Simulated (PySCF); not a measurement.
C₃H₆NO, SMILES C([N]C)(=O)C, doublet at its B3LYP/def2-SVP optimised geometry (Å):

```
11

C     -1.8534     0.3595     0.0000
N     -0.4234     0.3595     0.0000
C      0.2388    -0.3668    -0.9736
C      1.5950    -0.8939    -0.5691
O     -0.2164    -0.4627    -2.1062
H     -2.2974    -0.2047    -0.8380
H     -2.1954    -0.0765     0.9603
H     -2.2310     1.3976     0.0000
H      2.2974    -0.0515    -0.4626
H      1.9681    -1.5848    -1.3363
H      1.5437    -1.3976     0.4091
```

Method: unrestricted B3LYP/def2-TZVP (PySCF).

Map of the electrostatic potential (hartree/e), clipped to [-0.08, 0.12] on the plane z = 1.5 Å:

```
|:::::::::::::::::::::::::::::::|
|:::::::::::::::::::::::::::::::|
|:::::::::::::::::::::::::::::::|
|:::::::::::::::::::::::::::::::|
|:::::::::::::::....::::::::::::|
|::::::::::::::......:::::::::::|
|:::::::::::::........::::::::::|
|:::-----:::::........::::::::::|
|::-------:::..........:::::::::|
|:--------:::..    ....:::::::::|
|:---------::..     ...:::::::::|
|-----------:..     ...:::::::::|
|------====-::.     ..::::::::::|
|-----=+**+=-:.     ..::::::::::|
|----=+#@@%+=-:.   ..:::::::::::|
|----=*@@@@*=-:.....::::::::::::|
|----=*@@@@*=-::::::::::::::::::|
|----=+#@@#+=--:::::-----:::::::|
|-----=+**+=---------=----::::::|
|------=====-------=====---:::::|
|:-----------------==+==---:::::|
|::----------------=====---:::::|
|:::----------------===----:::::|
|::::----------------------:::::|
|:::::::------------------::::::|
|::::::::::---------------::::::|
|::::::::::::::---------::::::::|
|:::::::::::::::::::-:::::::::::|
|:::::::::::::::::::::::::::::::|
|:::::::::::::::::::::::::::::::|
|:::::::::::::::::::::::::::::::|
```
Scale: ten equal steps from -0.038 (start of ' ') to 0.120 (end of '@'), in the order ' .:-=+*#%@'; x runs from -4.50 to 4.50, y from -4.50 (bottom) to 4.50 (top).
